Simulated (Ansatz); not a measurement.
Geometry optimisation, RKS PBE0/6-31G* in Ansatz.

input.yaml

```yaml
crystal:
  periodic: [false, false, false]
  atoms:
    - { symbol: Al, position_ang: [-0.831454, -0.721781, -1.342351] }
    - { symbol: "N", position_ang: [0.239887, -1.44476, 0.008033] }
    - { symbol: Cl, position_ang: [0.114768, -0.116231, -3.103923] }
    - { symbol: Cl, position_ang: [-2.904036, -0.782376, -1.100375] }
    - { symbol: H, position_ang: [-0.449141, 2.106862, 0.518623] }
    - { symbol: F, position_ang: [-0.857591, 2.164613, -0.302976] }
    - { symbol: H, position_ang: [0.847693, 0.225114, 1.487174] }
    - { symbol: O, position_ang: [1.022042, 1.090566, 1.894193] }
    - { symbol: H, position_ang: [-0.206869, -2.064425, 0.675199] }
    - { symbol: H, position_ang: [1.147066, -1.808821, -0.262416] }
    - { symbol: H, position_ang: [1.877635, 1.35104, 1.52872] }
basis:
  gaussian: { orbitals: "6-31G*" }
hamiltonian:
  xc: pbe0
relax:
  f_tol: 0.03
  max_steps: 50
```

Run as:

```bash
$ ansatz run input.yaml --threads 2 --pin off --max-ram 3072MiB --backend cpu --events-out ev --progress --plain --runs-dir out
```

**Question.** Where does it end, and by what steps?

**Answer.** It converged. The force dipped under the threshold on the way, but the program's further checks kept it going. After 21 steps the energy has fallen by 3.106 eV; H5 moved furthest, 0.99 Å. Parted: H5–F6, H7–O8. Joined: Al1–F6, N2–H7, H5–O8.

```tsv
step	energy less start (eV)	largest force component (eV/Å)	accepted
0	0.0000	1.263	yes
1	-0.3123	0.935	yes
2	-0.6931	1.003	yes
3	-1.1762	0.966	yes
4	-1.4255	1.227	yes
5	-1.6266	2.029	yes
6	-1.8172	1.238	yes
7	-2.1735	1.479	yes
8	-2.3152	4.750	yes
9	-2.9145	1.253	yes
10	-3.0520	0.796	yes
11	-3.0810	0.366	yes
12	-3.0818	0.206	yes
13	-3.0980	0.099	yes
14	-3.1024	0.050	yes
15	-3.1034	0.022	yes
16	-3.1039	0.068	yes
17	-3.1047	0.009	yes
18	-3.1054	0.079	yes
19	-3.1057	0.047	yes
20	-3.1059	0.032	yes
21	-3.1060	0.017	yes
```

```xyz
11
Properties=species:S:1:pos:R:3
Al -0.894 -0.033 -1.089
N 0.171 -1.089 0.215
Cl 0.367 0.030 -2.794
Cl -2.720 -1.090 -1.255
H 0.238 1.611 1.039
F -1.010 1.443 -0.282
H 0.660 -0.406 0.833
O 0.976 1.209 1.538
H -0.413 -1.695 0.792
H 0.865 -1.673 -0.249
H 1.759 1.694 1.252
```

Run time: 2.9 min on 2 threads of Arm Neoverse N1 (shared host), peak memory 0.28 GiB.
